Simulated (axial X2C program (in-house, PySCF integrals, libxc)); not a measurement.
# What spin–orbit coupling does to NiI

Calculated with an axial X2C code built on PySCF integrals. Spin-free means the one-electron spin-free X2C Hamiltonian; two-component (2c) means X2C with spin–orbit coupling and atomic mean-field two-electron Coulomb and Gaunt terms, so the difference of the two also holds small scalar two-electron terms. Basis: I dyall-v2z [9s9p7d], Ni dyall-v2z [7s8p4d2f] (cores contracted in-house); Gaussian nuclei, density fitting, unrestricted open shells. Masses: I 126.904 u, Ni 57.935 u.

Spin-free state: M_S = 1/2, Λ = 1 (beyond evenly filled blocks: π+α, π+β, π-α); fragments I + Ni.

```tsv
level	Re (Å)	ωe (cm⁻¹)	De (eV)	μ (D)
PBE0	2.378	269.0	3.091	4.55
r2SCAN0	2.373	271.7	2.797	4.84
```

Dipoles are positive if Ni is the positive end.

Question: Within this multiplet, which Ω should lie lowest by the rule for regular and inverted multiplets?

Answer: The open π shell holds three electrons, one hole, so the multiplet is inverted: Ω = Λ + 1/2 = 3/2. The PBE0 2c search agrees, though Ω = 5/2 of the search lies only 0.01 eV higher.

Two-component determinant lowest at the distance of the search:

Ω = 3/2 (⟨Sz⟩ = 0.48, ⟨Lz⟩ = 1.02 at PBE0); fragments I + Ni.

```tsv
level	Re (Å)	ωe (cm⁻¹)	μ (D)
PBE0	2.379	267.5	4.44
r2SCAN0	2.374	270.4	4.76
```

Question: From the two tables, how do the constants change at the PBE0 level (2c against spin-free)?

Answer: At the PBE0 level Re goes up by 0.001 Å and ωe drops by 1.5 cm⁻¹.

The state is one determinant whose occupation by symmetry is held fixed; it was picked as the lowest of a PBE0 search that is not exhaustive. De is counted from the lowest determinant-based energies of the atoms at the same level, without counterpoise correction. De is not given where an atomic determinant may have missed its ground term or J level, or where the truncated virtual space spoils (T). Density functionals use the spin component along the axis (collinear). PBE0 can misorder states that lie within some tenths of an eV, so this need not be the ground state of the molecule. The nearest other spin-free determinant of the search, M_S = 1/2, Λ = 2, lies 0.03 eV up at the distance of the search. Without a current term, density functionals place determinants with orbital angular momentum somewhat too high.
